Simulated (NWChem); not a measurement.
System: MgH$_{2}$SO; SMILES [OH][Mg][SH]

```xyz
5

Mg     0.0043    -0.5907    -0.1027
O     -0.1930    -2.3747    -0.1851
H     -0.0577    -3.0588     0.4775
S      0.2493     1.7023    -0.0899
H     -1.0313     1.9129     0.2983
```
Atoms are numbered in this order, from 1.

Results from NWChem. Coordinates come from a B3LYP/6-31G* (spherical d) optimisation. GIAO values for the isolated, static molecule; σ is the absolute isotropic shielding, δ = σ(reference) − σ with the isolated reference molecule computed at the same levels (1H: tetramethylsilane, 17O: water).

For level KT2/pcSseg-1:

| Item | Value |
|---|---|
| σ Mg1 (ppm) | 488.4 |
| δ O2 (ppm) | -17.3 |

Q: How do the values read with level PBE/pcSseg-1 instead?

A: 
* **σ Mg1 (ppm)**: 477.9
* **δ O2 (ppm)**: -19.5
